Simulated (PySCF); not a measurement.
PySCF input (M06-2X/6-31G* (5d)):

```python
from pyscf import gto, dft

mol = gto.M(
    atom='''
    Al   -0.00000000   -0.00000000   -0.73119100
    O     0.00000000    0.00000000    0.95029600
    H     0.00000000    0.00000000    1.90311900
    ''',
    basis='6-31g*',
    charge=0,
    spin=0,
    verbose=4,
)

mf = dft.RKS(mol, xc='m062x')
mf.grids.level = 4
mf.conv_tol = 1e-9
mf.max_cycle = 100
mf.max_memory = 1500
mf.kernel()
if not mf.converged:
    mf = mf.newton()
    mf.kernel(mf.make_rdm1())
mf.dip_moment()
```

From the output:

```
[INPUT] num. atoms = 3
[INPUT] num. electrons = 22
[INPUT] charge = 0
[INPUT] spin (= nelec alpha-beta = 2S) = 0
[INPUT] symmetry False subgroup None
[INPUT] Mole.unit = angstrom
[INPUT] Symbol           X                Y                Z      unit          X                Y                Z       unit  Magmom
[INPUT]  1 Al     0.000000000000   0.000000000000  -0.731191000000 AA    0.000000000000   0.000000000000  -1.381750734747 Bohr   0.0
[INPUT]  2 O      0.000000000000   0.000000000000   0.950296000000 AA    0.000000000000   0.000000000000   1.795799177270 Bohr   0.0
[INPUT]  3 H      0.000000000000   0.000000000000   1.903119000000 AA    0.000000000000   0.000000000000   3.596373692456 Bohr   0.0

nuclear repulsion = 39.784071263502
number of shells = 16
number of NR pGTOs = 82
number of NR cGTOs = 34
basis = 6-31g*
ecp = {}

******** <class 'pyscf.dft.rks.RKS'> ********
method = RKS
initial guess = minao
damping factor = 0
level_shift factor = 0
DIIS = <class 'pyscf.scf.diis.CDIIS'>
diis_start_cycle = 1
diis_space = 8
diis_damp = 0
SCF conv_tol = 1e-09
SCF conv_tol_grad = None
SCF max_cycles = 100
direct_scf = True
direct_scf_tol = 1e-13
XC library pyscf.dft.libxc version 7.1.2
    S. Lehtola, C. Steigemann, M. J. T. Oliveira, and M. A. L. Marques,  SoftwareX 7, 1–5 (2018)
XC functionals = m062x
    Y. Zhao and D. G. Truhlar,  Theor. Chem. Acc. 120, 215 (2008)
    Y. Zhao and D. G. Truhlar,  Theor. Chem. Acc. 120, 215 (2008)
radial grids:
    Treutler-Ahlrichs [JCP 102, 346 (1995); DOI:10.1063/1.469408] (M4) radial grids

becke partition: Becke, JCP 88, 2547 (1988); DOI:10.1063/1.454033
pruning grids: <function nwchem_prune>
grids dens level: 4
symmetrized grids: False
atomic radii adjust function: <function treutler_atomic_radii_adjust>
small_rho_cutoff = 0
Set gradient conv threshold to 3.16228e-05
Initial guess from minao.
tot grids = 72664
init E= -318.175740027421
  HOMO = -0.268306216778682  LUMO = -0.0327722135780932  gap/eV = 6.40921
cycle= 1 E= -318.114969094102  delta_E= 0.0608  |g|= 0.694  |ddm|= 1.35
  HOMO = -0.207346920498108  LUMO = 0.0212727385998296  gap/eV = 6.22106
cycle= 2 E= -317.999811897427  delta_E= 0.115  |g|= 1.03  |ddm|= 1.03
  HOMO = -0.269375790798384  LUMO = 0.00515791595822983  gap/eV = 7.47044
cycle= 3 E= -318.212996041796  delta_E= -0.213  |g|= 0.0551  |ddm|= 0.613
  HOMO = -0.273004930558907  LUMO = 0.00430542188260185  gap/eV = 7.54600
cycle= 4 E= -318.213771343166  delta_E= -0.000775  |g|= 0.00954  |ddm|= 0.0641
  HOMO = -0.270250752780785  LUMO = 0.00645241206043384  gap/eV = 7.52948
cycle= 5 E= -318.213806960731  delta_E= -3.56e-05  |g|= 0.00147  |ddm|= 0.0212
  HOMO = -0.270186314813971  LUMO = 0.00635136642734622  gap/eV = 7.52497
cycle= 6 E= -318.213808238916  delta_E= -1.28e-06  |g|= 0.000389  |ddm|= 0.00391
  HOMO = -0.270241230252918  LUMO = 0.00629733376493514  gap/eV = 7.52500
cycle= 7 E= -318.213808293709  delta_E= -5.48e-08  |g|= 4.78e-05  |ddm|= 0.000716
  HOMO = -0.270232520152815  LUMO = 0.00630314171011891  gap/eV = 7.52492
cycle= 8 E= -318.213808294523  delta_E= -8.14e-10  |g|= 2.39e-06  |ddm|= 8.66e-05
  HOMO = -0.270233614877754  LUMO = 0.00630268525264374  gap/eV = 7.52494
Extra cycle  E= -318.213808294525  delta_E= -2.5e-12  |g|= 1.49e-06  |ddm|= 6.58e-06
converged SCF energy = -318.213808294525
Dipole moment(X, Y, Z, Debye):  0.00000,  0.00000,  1.41763
```

The geometry given is a B3LYP-D3(BJ)/def2-TZVP minimum.
